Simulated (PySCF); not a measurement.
HOSn, SMILES [Sn]=[OH+] (connectivity only; charge and spin as stated), charge +1, multiplicity 1. Coordinates come from a B3LYP-D3(BJ)/def2-TZVP optimisation. The isomer is the one that the SMILES or the coordinates give; other isomers of the formula were not compared. The def2 effective core potentials stand for the cores of Sn; spin–orbit coupling is left out.

Level of theory: PySCF with B3LYP-D3(BJ)/def2-TZVP.

Harmonic wavenumbers (cm⁻¹): 101, 101, 747, 3824. Rotational constants (GHz): 8.953 (linear); symmetry number 1.

Problem. Work out the zero-point energy and the ideal-gas rigid-rotor harmonic-oscillator thermochemistry at 298.15 K and 1 atm.

Solution. ZPE = ½ Σ hcν = ½ × 4773 cm⁻¹ = 6.82 kcal/mol. H − E(el) = 9.88 kcal/mol. Entropy in cal/(mol K): translation 40.63, rotation 14.99, vibration 7.11, total 62.72. G − E(el) = -8.83 kcal/mol. Cp = 11.59 cal/(mol K). Modes under 150 cm⁻¹ make the vibrational entropy uncertain.
